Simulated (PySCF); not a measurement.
## How the method changes the constants of CsGa⁺

State: ²Σ⁺ (doublet), unpaired electrons σ ↑. Set-up: Cs def2-SVP with ECP46, Ga def2-SVP; scalar-relativistic core potentials (PySCF 2.14). De refers to Cs⁺ + Ga in their high-spin ground configurations, without counterpoise correction. The functionals are run spin-unrestricted. A positive dipole points towards Ga; it is taken about the centre of mass and depends on that origin.

| Level | Re (Å) | ωe (cm⁻¹) | De (eV) | μ (D) |
| --- | --- | --- | --- | --- |
| UHF | 4.506 | 43.5 | 0.312 | -5.08 |
| UHF-MP2 | 4.354 | 47.3 | 0.358 | n/a |
| UHF-SCS-MP2 | 4.384 | 46.2 | 0.346 | n/a |
| UHF-CCSD | 4.356 | 47.4 | 0.354 | n/a |
| UHF-CCSD(T) | 4.348 | 47.6 | 0.357 | n/a |
| LDA | 4.182 | 51.2 | 0.52 | -3.26 |
| PBE | 4.328 | 45.8 | 0.447 | -3.55 |
| PW91 | 4.315 | 46.5 | 0.465 | -3.45 |
| r²SCAN | 4.345 | 46.8 | 0.386 | -4.36 |
| M06-L | 4.280 | 56.5 | 0.381 | -4.35 |
| PBE0 | 4.294 | 48.3 | 0.405 | -4.05 |
| LC-ωPBE | 4.240 | 50.8 | 0.348 | -4.64 |

Which functional lies closest to UHF-CCSD(T) in De, which farthest, and by how much do they differ from it?

Closest is LC-ωPBE (-10.8 pm in Re, +6.7 % in ωe, -0.01 eV in De against UHF-CCSD(T) in the same basis), farthest LDA (-16.6 pm in Re, +7.6 % in ωe, +0.16 eV in De). CCSD(T) converges more slowly with the basis than the functionals do and binds too weakly in this one, so the order can change at the basis-set limit.

What does a quarter of exact exchange do here, going from PBE to PBE0?

PBE0 less PBE: -3.4 pm in Re, +5.5 % in ωe, -0.04 eV in De. Exact exchange removes part of the self-interaction that spreads semilocal densities, and in most molecules shortens and stiffens the bond and lowers De; so it does here.

What does the step from GGA to meta-GGA do here, going from PBE to r²SCAN?

r²SCAN less PBE: +1.7 pm in Re, +2.2 % in ωe, -0.06 eV in De. 

Correlated steps freeze 9 core orbitals. The bond is weak. Basis-set superposition, not corrected here, can be much of De in a small basis, most of all at correlated wavefunction levels. Spin–orbit coupling is left out, which matters for elements this heavy, above all for dissociation energies. For an ion De counts to the pair picked by the measured ionisation energies or electron affinities, which need not be the lowest pair at this level. The state was picked by a PBE0 search and need not be the measured ground state.

The whole job (state search and all levels along the bond) took about 2.7 min on 1 thread of Oxide Virtual Turin-like (shared host), peak memory 0.74 GiB.
